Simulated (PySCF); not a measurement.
**Radial density of Co (cobalt, neutral)**

UHF, [Ar] 3d7 4s2, high-spin 4F determinant. Computed with PySCF 2.14 in cc-pVDZ-DK, with scalar relativity by spin-free X2C-1e.

```csv
r (bohr),4πr²ρ (e/bohr),4πr²(ρα − ρβ)
0.000997,0.2425,0.0000
0.00168,0.6095,0.0000
0.00282,1.500,0.0001
0.00474,3.560,0.0003
0.00798,7.953,0.0006
0.0134,15.96,0.0011
0.0226,26.59,0.0019
0.0380,32.73,0.0024
0.0639,27.82,0.0056
0.107,27.55,0.0380
0.181,36.75,0.2392
0.304,21.02,1.0981
0.511,16.15,2.6802
0.860,15.48,2.6426
1.45,4.152,1.0194
2.43,1.138,0.1549
4.09,0.3571,-0.0203
6.88,0.02509,-0.0054
11.6,9.424e-05,0.0000
```

Densities and radii are taken from the X2C orbitals without a picture-change correction, which distorts them close to the nucleus.

(1) Where is the radial spin density 4πr²(ρα − ρβ) most negative, and why is it negative at all?

Answers

(1) Around r = 4.09 bohr, down to -0.0203 e/bohr: exchange with the open shell polarises the paired shells in an unrestricted calculation.
